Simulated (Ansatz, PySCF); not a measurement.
Donor–acceptor adduct: BH3 (SMILES B) (first 4 atoms) with H2O (SMILES O); geometry from B3LYP-D3(BJ)/def2-TZVP, rigid monomers moved along the line of their centres of mass till B1···O5 is 3.11 Å.
(charge 0, multiplicity 1):
```csv
atom,x (Å),y (Å),z (Å)
B,0.2106,0.2493,0.7896
H,0.6172,-0.7672,0.2870
H,-0.8529,0.6372,0.3940
H,1.0372,1.0909,1.0056
O,-0.4985,-0.6834,3.6732
H,-1.1534,-1.3925,3.6291
H,0.2909,-1.0460,4.0963
```

Monomers are frozen at their geometry in the pair; levels with a basis set take the counterpoise correction.

Rows in 6-31G* carry no dispersion term and start afresh at each structure (6-31G* with six Cartesian d functions).

Programs: Ansatz (Gaussian basis) for Hartree–Fock, density functionals and correlated methods; PySCF for 6-31G* rows. Values without a source in brackets are computed.

Task: One of these levels gives -3.29 kcal/mol for the interaction energy. Which one is it?
A) B3LYP/6-31G*
B) PBE0/def2-TZVPPD
C) HF/aug-cc-pVDZ

Result: C, HF/aug-cc-pVDZ. The others give -4.25 (B3LYP/6-31G*), -3.78 (PBE0/def2-TZVPPD)

Ansatz is a first-principles code.
